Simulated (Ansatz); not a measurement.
**Cost against result**

Saddle point of GeH6OF2, closed shell (GeH₃F ([F][GeH3]) + H₂O + HF → GeH₄O ([OH][GeH3]) + HF + HF; bonds formed: Ge1–O7, F2–H8, H6–F9; bonds broken: Ge1–F2, H6–O7, H8–F9), PBE0-D4/def2-TZVP structure:

```
10
angstrom
Ge -0.7417 -0.7531 -0.5624
F 1.3307 -0.6638 -0.4446
H -0.4698 -0.8077 -2.0625
H -0.5668 -1.9735 0.3425
H -2.2548 -0.3627 -0.4239
H 0.5412 1.1380 0.7091
O -0.3916 0.9933 0.2715
H 1.7944 0.1401 0.3416
F 1.8778 0.9592 1.0286
H -1.1193 1.3302 0.8003
```

Barriers are electronic and count from the start structure reached by relaxing down the imaginary mode.

Program: Ansatz 0.2.0. Basis: as named in each row. Cores are frozen in the correlated methods. Filled d shells of the heavier atoms are correlated. The def2 sets are not built for correlating such inner shells, so the correlated values are less sure here. B3LYP uses VWN-RPA correlation. Extrapolation: Hartree–Fock as exp(−7.88 √X), correlation as X^−2.97.

Times are rough, for one single point on 8 threads of a shared host (Arm Neoverse N1).

The estimate by CCSD(T) at an estimated basis limit (MP2 extrapolated from triple and quadruple zeta, plus CCSD(T) − MP2 in triple zeta) is 19.39 kcal/mol.

| method | basis | time (s) | barrier (kcal/mol) | method less estimate |
| --- | --- | --- | --- | --- |
| HF | STO-3G | under 1 | 19.29 | -0.10 |
| PBE-D4 | STO-3G | under 1 | -29.09 | -48.47 |
| SPW92 | def2-SVP | under 1 | -2.23 | -21.61 |
| B3LYP-D4 | 6-31G | under 1 | 4.63 | -14.75 |
| PBE-D4 | def2-SVP | under 1 | 8.81 | -10.58 |
| SPW92 | def2-TZVPP | 1 | 2.08 | -17.30 |
| PBE0-D4 | def2-SVP | 1 | 12.01 | -7.37 |
| PBE-D4 | def2-TZVPP | 2 | 12.59 | -6.79 |
| BLYP-D4 | def2-TZVPP | 2 | 15.77 | -3.62 |
| B3LYP-D4 | def2-TZVPP | 2 | 17.21 | -2.18 |
| BHLYP-D4 | def2-TZVPP | 2 | 19.93 | 0.54 |
| PBE0-D4 | def2-TZVPP | 2 | 15.17 | -4.21 |
| CAM-B3LYP-D4 | def2-TZVPP | 2 | 16.09 | -3.29 |
| r2SCAN-D4 | def2-TZVPP | 3 | 13.76 | -5.63 |
| r2SCAN0-D4 | def2-TZVPP | 4 | 15.65 | -3.73 |
| wB97M-V | def2-SVP | 4 | 13.17 | -6.21 |
| B2PLYP | def2-TZVPP | 4 | 18.04 | -1.35 |
| PBE-QIDH | def2-TZVPP | 4 | 16.82 | -2.57 |
| RPA on PBE | def2-TZVPP | 4 | 18.53 | -0.85 |
| wB97X-V | def2-TZVPP | 6 | 17.24 | -2.15 |
| CCSD(T) | def2-SVP | 6 | 19.00 | -0.39 |
| B97M-V | def2-TZVPP | 6 | 18.54 | -0.85 |
| wB97M-V | def2-TZVPP | 6 | 16.84 | -2.54 |
| MP2 | def2-QZVPP | 17 | 18.24 | -1.15 |
| CCSD(T) | def2-TZVPP | 140 | 18.57 | -0.81 |

All methods are single points on the PBE0-D4 structures; a negative value means that the method puts the saddle structure below the start.

The T1 diagnostic stays at or below 0.012.

Labels in which every atom is bracketed show which atoms are joined, not bond orders.
